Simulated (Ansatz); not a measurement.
C2H6ClGe (SMILES [CH3][Ge]([CH3])[Cl]), doublet (typed; the unrestricted solution is spin-contaminated), geometry from GFN2-xTB, with bond 8-3 at 2.2 times its length; Ansatz (an electronic-structure program) with PBE0/STO-3G.

Ansatz was given this input:
Ansatz 0.2 input:
```yaml
crystal:
  periodic: [false, false, false]
  atoms:
    - {symbol: C, position_ang: [-1.46227593, -1.38567636, -0.24122926]}
    - {symbol: Ge, position_ang: [0.02346958, -0.18135771, 0.51114402]}
    - {symbol: C, position_ang: [1.79175284, -0.92385091, -0.22761516]}
    - {symbol: Cl, position_ang: [-0.22727828, 1.62377093, -0.66284067]}
    - {symbol: H, position_ang: [-2.44170759, -0.97316624, -0.02411314]}
    - {symbol: H, position_ang: [-1.38775922, -2.38226495, 0.17966092]}
    - {symbol: H, position_ang: [-1.31797432, -1.42742709, -1.31689746]}
    - {symbol: H, position_ang: [1.50173214, -1.17754028, -2.58586002]}
    - {symbol: H, position_ang: [2.60837650, -0.23618025, -0.03579624]}
    - {symbol: H, position_ang: [2.01498204, -1.88529291, 0.22143958]}
basis:
  gaussian:
    orbitals: STO-3G
hamiltonian:
  xc: pbe0
magnetization: {spin_polarized: true, initial_magnetization: 1}
scf: {lower_state_search: off}
```

What the program printed (banner, timings and long lists left out):

```
Functional definition: PBE0
these checks for a lower state are left out or cut short: stability, starts, cluster_reference, orbital_swaps, neighbouring_geometries, increment
495 factors; integrals over basis functions are off by at most 4.1e-5 eV
mean field evaluation 1: about -70261.3143 eV, gradient 1.2e2 eV
mean field evaluation 2: about -70243.9472 eV, gradient 8.6e1 eV
mean field evaluation 4: about -70366.9893 eV, gradient 3.5e1 eV
mean field evaluation 8: about -70382.1075 eV, gradient 1.4e0 eV
mean field evaluation 16: about -70382.3402 eV, gradient 1.9e-2 eV
mean field -70382.34018402 eV, -2586.5032948991 hartree, gradient 4.3e-6 eV, S^2 1.310998; 0 other end points of the search recorded, 0 dependent functions left out
reference -70382.34020355 eV, -2586.5032956167 hartree; 34, 33 occupied and 9, 10 virtual orbitals, 495 factors
Total energy: -70382.34020355 eV, -2586.5032956167 hartree
Checks for a lower state left out: stability, starts, cluster_reference, orbital_swaps, neighbouring_geometries, increment
```
